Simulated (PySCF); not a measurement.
The numbers are results of ωB97X-D3(BJ)/def2-TZVP // PBE0-D3(BJ)/def2-TZVP run with PySCF, not measurements. All species are isolated molecules in the gas phase. Delta-SCF ions had no search for a lower state. Excitations are Tamm–Dancoff values on a coarser integration grid. The basis has no diffuse functions, so Rydberg states are missing or too high.

Reference species (SMILES): `[Si]1([SiH2][SiH2]1)=C` (neutral, multiplicity 1).

```json
{
 "brightest of the four lowest singlets (TDA)": "4.58 eV",
 "dipole_moment": "0.82 D",
 "vertical ionisation energy (Delta-SCF)": "8.35 eV"
}
```

After one change: the brightest of the four lowest singlets (TDA) falls by 0.59 eV; the dipole moment rises by 1.07 D; the vertical ionisation energy (Delta-SCF) drops by 0.71 eV.

**Question.** Which change was made? The new species is one of these.
A. `C1[SiH]=[SiH][SiH2]1`
B. `C[Si]1=[SiH][SiH2]1`
C. `[SiH2]=C1[SiH2][SiH2]1`
D. `C[SiH]1[SiH]=[SiH]1`

**Answer.** B, `C[Si]1=[SiH][SiH2]1`
